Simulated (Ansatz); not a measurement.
[CrO2S2]2- (CrS2O2²⁻). The state is a singlet with charge -2. Geometry PBE0-D4/def2-SVPD; atoms count from 1.

```xyz
5

Cr   -0.100    0.058    0.021
O    -0.967   -0.082    1.342
O    -0.776    1.095   -0.970
S     0.000   -1.847   -0.940
S     1.843    0.775    0.547
```

A multiply charged anion in the gas phase is held together partly by the finite basis. The restricted singlet is unstable towards broken spin symmetry in Hartree–Fock (as tested in another run); at PBE0-D4/def2-TZVPD this wasn't settled. The highest occupied level of the charge -2 singlet lies above zero (up to 2.85 eV). The electron is either unbound and held by the finite basis, or the level is raised by self-interaction error.

Q: Estimate the Mulliken populations from the PBE0/def2-TZVPD orbitals of Ansatz.

A: 
| atom | charge (e) | d electrons |
| --- | --- | --- |
| Cr1 | 1.04 | 4.31 |
| O2 | -0.78 | – |
| O3 | -0.78 | – |
| S4 | -0.74 | – |
| S5 | -0.74 | – |
Mulliken values depend strongly on the basis. With diffuse functions, as here, like atoms can get unlike values, and bond orders can come out too low or too high.

Q: And the Mayer bond orders between heavy atoms (over 0.3)?

A: Cr1–O2 1.51 (1.59 Å); Cr1–O3 1.51 (1.59 Å); Cr1–S4 1.50 (2.14 Å); Cr1–S5 1.50 (2.14 Å).
